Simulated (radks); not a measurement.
Ne2+, configuration [He] 2s2 2p3 5d1 (not the ground configuration).

Method: Dirac Kohn-Sham, PBEsol, spin-unpolarised, spherical densities, point nucleus; open shells fill j = l - 1/2 first; computed with a radial shooting solver on a logarithmic mesh with Libxc functionals.

Energy parts (Ry):
part                      energy
total                 -247.98770
kinetic                248.12317
electron-nucleus      -564.56082
Hartree                 88.55223
exchange-correlation   -20.10229

Orbitals (lengths in bohr, moments of r in powers of bohr; r(90%) holds 90 % of the orbital's charge):
orbital  occ.  eigenvalue (Ry)  r(90%)  small-component weight
1s1/2       2        -66.76124   0.283                1.23e-03
2s1/2       2         -7.31284    1.25                1.76e-04
2p1/2       2         -5.65447    1.25                1.61e-04
2p3/2       1         -5.64315    1.26                1.61e-04
5d3/2       1         -0.33710    14.7                6.07e-06
5d5/2       0         -0.33708    14.7                6.07e-06

The highest occupied level is 5d3/2 at -4.587 eV. The density falls to 0.001 e/bohr^3 at r = 2.28 bohr.
